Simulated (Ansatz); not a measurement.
Relaxation of Be7⁺ with UKS r2SCAN/def2-TZVP.

```sh
$ ansatz run in.yaml --threads 4 --pin off --events-out ev --progress --plain --max-ram 3916MiB
```

```yaml
crystal:
  periodic: [false, false, false]
  atoms:
    - {symbol: Be, position_ang: [-1.843960, 0.605110, -0.562760]}
    - {symbol: Be, position_ang: [-1.277230, -0.212210, 1.146270]}
    - {symbol: Be, position_ang: [0.231730, -1.596360, 1.119980]}
    - {symbol: Be, position_ang: [1.265150, 0.398970, -1.610350]}
    - {symbol: Be, position_ang: [1.616960, -0.421350, 0.150720]}
    - {symbol: Be, position_ang: [-0.593440, 0.982290, -2.063480]}
    - {symbol: Be, position_ang: [0.600790, 0.243550, 1.819630]}
basis:
  gaussian: {orbitals: def2-TZVP}
total_charge: 1
magnetization: {spin_polarized: true, initial_magnetization: 1}
hamiltonian: {xc: r2scan}
scf: {lower_state_search: "off"}
output: {orbitals: {seedname: orbitals}}
relax: {f_tol: 0.02, max_steps: 100}
```

It took 91 s on 4 threads of Arm Neoverse V2 on a shared host.

Positions (Å) and forces (eV/Å) at steps 1, 2, 3, 4, 5, 6, 7, 8, 9, 10, 11, 12, 13, 14, 15, 16, 17, 18, 19, 20, 21, 22, 23, 24, 25, 26, 27, 28, 29 of 29:

```xyz
7
step=1 energy=-2792.8809 eV
Be   -1.844    0.605   -0.563   -0.581    0.242   -0.316
Be   -1.277   -0.212    1.146   -0.258   -0.375    1.012
Be    0.232   -1.596    1.120   -0.136   -0.503    0.152
Be    1.265    0.399   -1.610    0.643    0.063   -0.429
Be    1.617   -0.421    0.151    0.733   -0.261    0.196
Be   -0.593    0.982   -2.063   -0.449    0.532   -1.038
Be    0.601    0.244    1.820    0.049    0.302    0.423
7
step=2 energy=-2793.2084 eV
Be   -1.837    0.613   -0.586    0.029    0.002    0.006
Be   -1.329   -0.248    1.257   -0.235   -0.044    0.212
Be    0.231   -1.627    1.172   -0.008   -0.197    0.059
Be    1.286    0.418   -1.655    0.026    0.104   -0.165
Be    1.687   -0.449    0.171    0.215   -0.113    0.062
Be   -0.641    1.061   -2.231   -0.060    0.123   -0.287
Be    0.604    0.232    1.871    0.032    0.125    0.114
7
step=3 energy=-2793.2795 eV
Be   -1.650    0.580   -0.573    0.322   -0.075   -0.014
Be   -1.396   -0.291    1.376    0.247   -0.055   -0.053
Be    0.216   -1.653    1.235   -0.170    0.037   -0.047
Be    1.239    0.479   -1.681    0.058   -0.072    0.108
Be    1.677   -0.478    0.159   -0.208    0.100   -0.158
Be   -0.672    1.127   -2.403   -0.106   -0.037    0.202
Be    0.586    0.237    1.886   -0.143    0.102   -0.038
7
step=4 energy=-2793.3847 eV
Be   -1.465    0.521   -0.541    0.459   -0.104    0.049
Be   -1.418   -0.318    1.434    0.278   -0.070   -0.011
Be    0.186   -1.651    1.246   -0.184    0.156   -0.017
Be    1.234    0.496   -1.715    0.062   -0.045    0.045
Be    1.591   -0.459    0.123   -0.258    0.101   -0.138
Be   -0.679    1.151   -2.422   -0.112   -0.036    0.182
Be    0.550    0.260    1.875   -0.245   -0.001   -0.109
7
step=5 energy=-2793.5385 eV
Be   -1.285    0.471   -0.502    0.642   -0.169    0.150
Be   -1.436   -0.340    1.475    0.159   -0.052    0.019
Be    0.156   -1.642    1.248   -0.136    0.226   -0.011
Be    1.234    0.510   -1.746   -0.008    0.005   -0.042
Be    1.511   -0.438    0.090   -0.312    0.084   -0.074
Be   -0.691    1.161   -2.423   -0.081   -0.019    0.131
Be    0.509    0.279    1.858   -0.263   -0.075   -0.174
7
step=6 energy=-2793.7454 eV
Be   -1.100    0.421   -0.460    0.838   -0.243    0.257
Be   -1.458   -0.356    1.507    0.023   -0.024    0.026
Be    0.129   -1.629    1.247   -0.091    0.275   -0.026
Be    1.229    0.522   -1.775   -0.096    0.046   -0.107
Be    1.440   -0.419    0.062   -0.357    0.073   -0.012
Be   -0.708    1.167   -2.417   -0.058   -0.006    0.096
Be    0.467    0.294    1.836   -0.259   -0.120   -0.234
7
step=7 energy=-2793.9888 eV
Be   -0.917    0.371   -0.417    0.914   -0.289    0.322
Be   -1.484   -0.366    1.527   -0.092    0.009    0.015
Be    0.104   -1.612    1.241   -0.060    0.305   -0.063
Be    1.219    0.533   -1.802   -0.179    0.071   -0.135
Be    1.379   -0.401    0.040   -0.309    0.045    0.055
Be   -0.728    1.171   -2.402   -0.046   -0.001    0.083
Be    0.426    0.306    1.812   -0.230   -0.141   -0.277
7
step=8 energy=-2794.2162 eV
Be   -0.736    0.316   -0.370    0.661   -0.260    0.304
Be   -1.520   -0.369    1.539   -0.161    0.056   -0.025
Be    0.076   -1.587    1.224   -0.026    0.320   -0.121
Be    1.201    0.540   -1.826   -0.219    0.064   -0.098
Be    1.351   -0.390    0.026   -0.077   -0.016    0.132
Be   -0.756    1.172   -2.373   -0.032   -0.011    0.092
Be    0.383    0.319    1.780   -0.147   -0.153   -0.283
7
step=9 energy=-2794.3823 eV
Be   -0.565    0.241   -0.314    0.123   -0.151    0.069
Be   -1.576   -0.347    1.535   -0.117    0.085   -0.080
Be    0.037   -1.534    1.163   -0.040    0.144   -0.170
Be    1.152    0.540   -1.829   -0.021   -0.017    0.020
Be    1.403   -0.391    0.043    0.143   -0.012    0.053
Be   -0.796    1.167   -2.322   -0.100   -0.043    0.160
Be    0.343    0.325    1.724    0.012   -0.006   -0.052
7
step=10 energy=-2794.4437 eV
Be   -0.448    0.119   -0.304   -0.278    0.248   -0.051
Be   -1.632   -0.256    1.496   -0.050    0.076   -0.251
Be   -0.033   -1.475    1.023    0.202   -0.133    0.092
Be    1.129    0.528   -1.809    0.147   -0.058    0.095
Be    1.529   -0.361    0.093   -0.064   -0.030   -0.013
Be   -0.884    1.126   -2.206   -0.091   -0.080    0.154
Be    0.340    0.319    1.708    0.133   -0.023   -0.025
7
step=11 energy=-2794.4840 eV
Be   -0.446    0.178   -0.285   -0.094    0.083   -0.074
Be   -1.640   -0.224    1.427    0.026    0.047   -0.188
Be   -0.027   -1.480    1.016    0.057   -0.082    0.027
Be    1.146    0.551   -1.783    0.016   -0.086    0.095
Be    1.531   -0.387    0.088   -0.021    0.040    0.024
Be   -0.929    1.066   -2.184   -0.062   -0.014    0.129
Be    0.365    0.296    1.721    0.078    0.011   -0.013
7
step=12 energy=-2794.5183 eV
Be   -0.408    0.229   -0.278    0.333   -0.001   -0.210
Be   -1.655   -0.169    1.240    0.079   -0.012    0.101
Be    0.001   -1.487    0.997   -0.071    0.063    0.033
Be    1.130    0.476   -1.753   -0.115    0.036   -0.020
Be    1.576   -0.378    0.132   -0.053    0.007   -0.057
Be   -1.036    1.052   -2.077    0.033   -0.054    0.116
Be    0.392    0.278    1.739   -0.206   -0.040    0.037
7
step=13 energy=-2794.5405 eV
Be   -0.352    0.237   -0.292    0.226   -0.058    0.011
Be   -1.646   -0.137    1.184    0.000   -0.016    0.009
Be   -0.006   -1.487    0.997   -0.060    0.068   -0.001
Be    1.125    0.481   -1.763   -0.066    0.005   -0.007
Be    1.580   -0.380    0.134    0.018    0.003    0.020
Be   -1.072    1.021   -2.014   -0.058    0.020   -0.007
Be    0.369    0.265    1.754   -0.061   -0.022   -0.024
7
step=14 energy=-2794.5700 eV
Be   -0.212    0.262   -0.292   -0.142    0.023    0.109
Be   -1.653   -0.062    1.029    0.097   -0.022   -0.095
Be   -0.027   -1.471    0.969   -0.084    0.009   -0.008
Be    1.114    0.470   -1.767    0.016    0.045   -0.225
Be    1.633   -0.394    0.163    0.041   -0.007    0.061
Be   -1.199    0.958   -1.876    0.105   -0.072    0.167
Be    0.345    0.237    1.774   -0.034    0.023   -0.009
7
step=15 energy=-2794.6146 eV
Be   -0.094    0.305   -0.275   -0.148    0.103    0.118
Be   -1.654   -0.011    0.861    0.101    0.015   -0.109
Be   -0.053   -1.459    0.946   -0.004    0.042   -0.080
Be    1.095    0.443   -1.820   -0.041    0.039   -0.122
Be    1.678   -0.392    0.197    0.035   -0.101    0.075
Be   -1.284    0.898   -1.708    0.105   -0.129    0.166
Be    0.312    0.216    1.800   -0.049    0.031   -0.047
7
step=16 energy=-2794.6650 eV
Be    0.011    0.381   -0.244   -0.076    0.253    0.044
Be   -1.645    0.056    0.707    0.020   -0.122    0.071
Be   -0.077   -1.441    0.890   -0.016    0.111   -0.047
Be    1.066    0.440   -1.845   -0.065   -0.017   -0.193
Be    1.719   -0.420    0.233   -0.051   -0.079    0.088
Be   -1.361    0.791   -1.562    0.229   -0.098    0.092
Be    0.286    0.192    1.820   -0.042   -0.048   -0.056
7
step=17 energy=-2794.7274 eV
Be    0.096    0.542   -0.179    0.009    0.374   -0.132
Be   -1.636    0.062    0.623    0.052   -0.115    0.283
Be   -0.091   -1.406    0.792    0.040    0.089    0.008
Be    0.987    0.372   -1.896   -0.146   -0.042    0.119
Be    1.734   -0.419    0.280   -0.079   -0.100   -0.003
Be   -1.350    0.702   -1.477    0.161   -0.056   -0.276
Be    0.261    0.147    1.856   -0.038   -0.150    0.001
7
step=18 energy=-2794.8208 eV
Be    0.123    0.727   -0.123   -0.050    0.246   -0.303
Be   -1.609    0.076    0.639   -0.006   -0.071    0.119
Be   -0.096   -1.376    0.704   -0.054    0.045    0.023
Be    0.920    0.319   -1.878    0.012   -0.118    0.217
Be    1.709   -0.425    0.279   -0.053    0.083   -0.127
Be   -1.306    0.596   -1.512    0.180   -0.027    0.109
Be    0.258    0.083    1.890   -0.029   -0.159   -0.039
7
step=19 energy=-2794.8996 eV
Be    0.125    0.919   -0.097   -0.066    0.079   -0.396
Be   -1.598    0.083    0.664    0.045    0.045    0.063
Be   -0.112   -1.347    0.598    0.042   -0.041   -0.051
Be    0.910    0.186   -1.796   -0.099    0.078    0.282
Be    1.677   -0.365    0.229    0.001   -0.075    0.048
Be   -1.258    0.521   -1.486    0.101   -0.036    0.106
Be    0.256    0.003    1.889   -0.024   -0.050   -0.054
7
step=20 energy=-2794.9190 eV
Be    0.139    1.110   -0.126   -0.156   -0.141   -0.272
Be   -1.566    0.156    0.714    0.052   -0.155   -0.033
Be   -0.139   -1.322    0.444   -0.215    0.046   -0.038
Be    0.899    0.136   -1.677   -0.015   -0.036   -0.265
Be    1.650   -0.356    0.227    0.121    0.113    0.181
Be   -1.228    0.350   -1.427    0.205    0.180    0.307
Be    0.246   -0.075    1.845    0.007   -0.008    0.119
7
step=21 energy=-2795.0535 eV
Be    0.133    1.088   -0.168    0.105    0.154    0.300
Be   -1.553    0.138    0.719   -0.002    0.096   -0.022
Be   -0.139   -1.307    0.418    0.041   -0.024   -0.283
Be    0.885    0.093   -1.703    0.018   -0.144    0.043
Be    1.670   -0.316    0.275   -0.111    0.032    0.023
Be   -1.232    0.398   -1.408   -0.098   -0.191    0.008
Be    0.237   -0.094    1.867    0.047    0.077   -0.068
7
step=22 energy=-2795.1009 eV
Be    0.150    1.171   -0.220    0.242    0.147    0.339
Be   -1.531    0.160    0.749   -0.110    0.218    0.041
Be   -0.147   -1.238    0.235    0.252    0.090   -0.191
Be    0.844   -0.048   -1.659   -0.010    0.016    0.324
Be    1.695   -0.229    0.356   -0.243   -0.122   -0.224
Be   -1.227    0.361   -1.324   -0.203   -0.359   -0.283
Be    0.216   -0.176    1.862    0.072    0.009   -0.006
7
step=23 energy=-2795.1429 eV
Be    0.158    1.230   -0.232    0.126    0.004    0.091
Be   -1.536    0.222    0.786    0.051    0.042    0.049
Be   -0.162   -1.154    0.111    0.089   -0.088    0.139
Be    0.848   -0.088   -1.612    0.023    0.129    0.158
Be    1.692   -0.211    0.359   -0.189   -0.048   -0.122
Be   -1.211    0.246   -1.282   -0.123   -0.068   -0.238
Be    0.212   -0.245    1.869    0.022    0.027   -0.077
7
step=24 energy=-2795.1343 eV rejected
Be    0.032    1.230   -0.124    0.093   -0.021    0.081
Be   -1.550    0.183    0.738   -0.053    0.181   -0.103
Be   -0.099   -1.217    0.172    0.138   -0.057   -0.190
Be    0.833   -0.038   -1.533   -0.045   -0.140    0.002
Be    1.750   -0.399    0.328   -0.031    0.158    0.067
Be   -1.224    0.313   -1.361   -0.107   -0.043    0.103
Be    0.258   -0.072    1.780    0.004   -0.077    0.041
7
step=25 energy=-2795.1619 eV
Be    0.121    1.193   -0.147    0.079    0.105   -0.022
Be   -1.536    0.226    0.754   -0.048   -0.026    0.048
Be   -0.130   -1.192    0.132    0.062   -0.047    0.042
Be    0.833   -0.072   -1.583    0.002    0.032    0.023
Be    1.707   -0.258    0.335   -0.063   -0.055    0.011
Be   -1.220    0.272   -1.318   -0.051   -0.013   -0.073
Be    0.225   -0.169    1.826    0.019    0.004   -0.029
7
step=26 energy=-2795.1373 eV rejected
Be    0.123    1.239   -0.162   -0.027   -0.135    0.191
Be   -1.545    0.170    0.750    0.044    0.168   -0.116
Be   -0.121   -1.241    0.193   -0.068   -0.014   -0.158
Be    0.827   -0.018   -1.577    0.144   -0.174    0.002
Be    1.692   -0.336    0.334    0.082    0.226   -0.139
Be   -1.213    0.296   -1.333   -0.140   -0.030    0.064
Be    0.237   -0.109    1.795   -0.036   -0.041    0.156
7
step=27 energy=-2795.1601 eV rejected
Be    0.135    1.229   -0.154   -0.034   -0.041   -0.060
Be   -1.510    0.217    0.743   -0.145    0.015    0.062
Be   -0.124   -1.226    0.138    0.026    0.049    0.058
Be    0.817   -0.070   -1.574    0.082    0.003    0.022
Be    1.681   -0.257    0.341    0.076   -0.026   -0.061
Be   -1.226    0.275   -1.327    0.015    0.033    0.044
Be    0.227   -0.169    1.834   -0.021   -0.033   -0.065
7
step=28 energy=-2795.1652 eV
Be    0.128    1.209   -0.153    0.009    0.007   -0.001
Be   -1.538    0.219    0.755    0.014   -0.011   -0.002
Be   -0.125   -1.206    0.141    0.001   -0.005    0.005
Be    0.834   -0.066   -1.578   -0.023    0.010   -0.002
Be    1.700   -0.267    0.333   -0.016   -0.006    0.012
Be   -1.224    0.274   -1.322    0.011   -0.002   -0.011
Be    0.226   -0.165    1.822    0.004    0.007   -0.001
7
step=29 energy=-2795.1653 eV
Be    0.129    1.212   -0.152    0.000    0.000    0.000
Be   -1.536    0.216    0.753   -0.003    0.001   -0.002
Be   -0.124   -1.210    0.144   -0.001    0.000    0.002
Be    0.830   -0.064   -1.577    0.007   -0.001    0.000
Be    1.697   -0.269    0.334    0.003    0.001   -0.002
Be   -1.223    0.276   -1.324   -0.006    0.001    0.004
Be    0.227   -0.161    1.822    0.000   -0.001   -0.001
```

The charge 1 doublet is spin-contaminated (final ⟨S²⟩ up to 2.35, 0.75 for a pure state). The relaxation made no stability test and no search for a lower SCF solution. The structure comes from a short search, and lower isomers may exist.
